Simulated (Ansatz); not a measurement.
Job for Ansatz (a first-principles code): R-B3LYP/def2-TZVPPD on H4O4Si (SMILES O[Si](O)(O)O). The basis file is the Basis Set Exchange's JSON of that set.

Ansatz 0.2 input:
```yaml
crystal:
  periodic: [false, false, false]
  atoms:
    - {symbol: O, position_ang: [0.70771489, 1.19876860, -0.85827367]}
    - {symbol: Si, position_ang: [0.00001121, 0.00001088, -0.00000154]}
    - {symbol: O, position_ang: [-1.04115685, 0.72298116, 1.03332977]}
    - {symbol: O, position_ang: [-0.67330831, -1.01520623, -1.09108734]}
    - {symbol: O, position_ang: [1.00679510, -0.90649861, 0.91603082]}
    - {symbol: H, position_ang: [0.90586515, 2.01493940, -0.39229031]}
    - {symbol: H, position_ang: [-1.33261564, 0.21205115, 1.79263303]}
    - {symbol: H, position_ang: [-1.06710276, -0.62108225, -1.87347437]}
    - {symbol: H, position_ang: [1.49389720, -1.60586413, 0.47313360]}
basis:
  gaussian:
    orbitals: def2-TZVPPD.json
hamiltonian:
  xc: {name: B3LYP}
scf: {lower_state_search: off}
```

Output:

```
WARN ansatz: RAYON_NUM_THREADS=4 ignored (pool sized by the plan → 4); use --threads N
Functional definition: B3LYP
these checks for a lower state are left out or cut short: stability, starts, cluster_reference, orbital_swaps, neighbouring_geometries, increment
integrals: 0.24 GiB planned
1287 factors; their error is unknown
mean field: 2.03 GiB planned
mean field evaluation 1: about -16124.8955 eV, gradient 1.1e2 eV
mean field evaluation 2: about -16096.2502 eV, gradient 1.6e2 eV
mean field evaluation 4: about -16141.6817 eV, gradient 9.4e-1 eV
mean field evaluation 8: about -16141.7141 eV, gradient 2.5e-2 eV
mean field evaluation 16: about -16141.7141 eV, gradient 6.7e-6 eV
mean field -16141.71413495 eV, -593.1970532125 hartree, gradient 2.6e-6 eV, S^2 0.000000; 0 other end points of the search recorded, 0 dependent functions left out
reference -16141.71442947 eV, -593.1970640361 hartree; 25, 25 occupied and 251, 251 virtual orbitals, 1287 factors
Total energy: -16141.71442947 eV, -593.1970640361 hartree
Checks for a lower state left out: stability, starts, cluster_reference, orbital_swaps, neighbouring_geometries, increment
```

The calculation finished and met its thresholds.

Cost: very roughly 5 core-seconds.
